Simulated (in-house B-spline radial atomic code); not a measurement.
Configurations of Pd VI (Pd5+), with energies counted from [Kr] 4d5. Computed with a B-spline radial code for spherical atoms: scalar-relativistic (X2C) B97-1, spin-polarised, spherical fractional occupations, exact exchange averaged over the configuration, Fermi nucleus of rms radius 4.5318 fm. Shells without spins written out take the highest spin.

Occupations are held fixed; configurations that lie above the ionisation limit could autoionise.

| configuration | E - E(ref) (eV) | highest orbital | its <r> (bohr) |
| --- | --- | --- | --- |
| [Kr] 4d4 5p1 | 32.787 | 5p up | 2.308 |
| [Ar] 3d10 4s2 4p5 4d5 4f1 | 93.582 | 4f up | 1.915 |
| [Ar] 3d9 4s2 4p6 4d5 5p1 | 373.8 | 5p up | 2.27 |
| [Ar] 3d9 4s2 4p6 4d5 4f1 | 387.14 | 4f up | 1.878 |
| [Ar] 3d9 4s2 4p6 4d5 5f1 | 401.58 | 5f up | 3.965 |

Problem. Order these further configurations by energy, lowest first.
A. [Ar] 3d10 4s2 4p5 4d6
B. [Ar] 3d9 4s2 4p6 4d5 5d1
C. [Ar] 3d10 4s2 4p5 4d5 5p1
D. [Kr] 4d4 5s1
E. [Ar] 3d10 4s2 4p5 4d5 5f1

Solution. D (22.742 eV), A (52.178 eV), C (80.536 eV), E (108.06 eV), B (388.13 eV).
